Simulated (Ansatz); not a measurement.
Computed with Ansatz on PBE0-D4/def2-TZVP structures; ΔE is electronic, products minus reactants. CCSD(T)/CBS adds triple-zeta CCSD(T) − MP2 to the extrapolated MP2 energy (def2 sets, frozen cores). This one scheme is used for every species. DFT in def2-TZVPP. B3LYP here is the variant with VWN-RPA as its local correlation; programs differ in this. One conformer a species, not always the lowest.

Consider the substitution at a C–Si bond: `F[SiH2]C=S` + CH₃SH → `CSC=S` + `F[SiH3]`.

`F[SiH2]C=S`:

```xyz
7

F     1.274    0.619   -1.480
Si    0.719    0.287   -0.015
C    -1.021   -0.397   -0.114
S    -1.708   -0.773    1.294
H     1.600   -0.732    0.597
H     0.698    1.540    0.770
H    -1.562   -0.543   -1.052
```

CH₃SH:

Cartesian coordinates in Å:
```
C 0.454 0.165 -0.086
S -0.785 -0.887 0.700
H 0.479 0.017 -1.165
H 1.416 -0.137 0.327
H 0.292 1.217 0.146
H -1.857 -0.375 0.078
```

`CSC=S`:

Cartesian coordinates in Å:
```
C -0.348 -0.658 -0.998
S 1.094 0.137 -0.267
C 0.448 0.788 1.180
S 1.293 1.631 2.270
H -0.730 -1.445 -0.348
H -0.011 -1.106 -1.933
H -1.127 0.071 -1.216
H -0.618 0.582 1.313
```

`F[SiH3]`:

```xyz
5

F     0.377    0.875    1.235
Si   -0.010   -0.023   -0.032
H     1.238   -0.574   -0.611
H    -0.706    0.837   -1.017
H    -0.899   -1.116    0.426
```

```
     species  B3LYP energy (Eh)
`F[SiH2]C=S`         -827.59158
       CH₃SH         -438.75246
     `CSC=S`         -875.07799
   `F[SiH3]`         -391.27046
```

Task: Work out ΔE.

Result: ΔE = (-875.07799) + (-391.27046) − (-827.59158) − (-438.75246) = -0.00441 Eh = -2.8 kcal/mol. CCSD(T)/CBS gives -0.3 kcal/mol.

Task: What do rigid-rotor, harmonic-oscillator terms from PBE0-D4/def2-TZVP frequencies (298.15 K, 1 bar) make of the CCSD(T)/CBS value? (Estimate.)

Result: Ansatz gave: ΔZPE = +0.1 kcal/mol, ΔH = -0.4 kcal/mol, ΔS = -17 J/(mol·K), ΔG = +0.8 kcal/mol.

Largest T1 diagnostic among the species: 0.016.

From PBE to PBE0 (25 % exact exchange), in def2-TZVPP and without D4, ΔE moves by +1.8 kcal/mol. In def2-TZVPP, CCSD(T) changes the Hartree–Fock value by −1.5 kcal/mol (the triples alone add −1.1 kcal/mol) and MP2 by −3.6 kcal/mol.
